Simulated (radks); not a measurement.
Question: Species: the cadmium ion Cd2+. Configuration: [Kr] 4d8 5s2 (not the ground configuration). All-electron calculation, scalar-relativistic Kohn-Sham, XLYP, spin-polarised, spherical densities, finite nucleus; open shells are filled with parallel spins first (spin-orbit coupling, left out, can overturn this in heavy ions); Fermi nuclear charge, rms radius 4.6087 fm. Program: a radial shooting solver on a logarithmic mesh with Libxc functionals. Some entries of the table are withheld. Estimate them.

| orbital | occ. | eigenvalue (hartree) | <r> (bohr) |
|---|---|---|---|
| 1s up | 1 | -976.1363 | 0.03040 |
| 1s down | 1 | -976.1362 | 0.03040 |
| 2s up | 1 | -145.9078 | 0.1316 |
| 2s down | 1 | -145.8909 | 0.1316 |
| 2p up | 3 | -131.0510 | 0.1148 |
| 2p down | 3 | -131.0380 | 0.1148 |
| 3s up | 1 | -28.10768 | 0.3584 |
| 3s down | 1 | -28.09934 | 0.3583 |
| 3p up | 3 | -23.23616 | 0.3571 |
| 3p down | 3 | -23.22663 | 0.3571 |
| 3d up | 5 | -15.61214 | 0.3346 |
| 3d down | 5 | -15.59723 | 0.3346 |
| 4s up | 1 | -5.00757 | 0.8719 |
| 4s down | 1 | -4.94456 | 0.8715 |
| 4p up | 3 | (1) | 0.9457 |
| 4p down | 3 | (2) | 0.9462 |
| 4d up | 5 | (3) | 1.177 |
| 4d down | 3 | (4) | 1.187 |
| 5s up | 1 | -0.92492 | 2.315 |
| 5s down | 1 | -0.90751 | 2.342 |

Answer: 
(1) 4p up eigenvalue (hartree): -3.55954
(2) 4p down eigenvalue (hartree): -3.49581
(3) 4d up eigenvalue (hartree): -1.46238
(4) 4d down eigenvalue (hartree): -1.40376
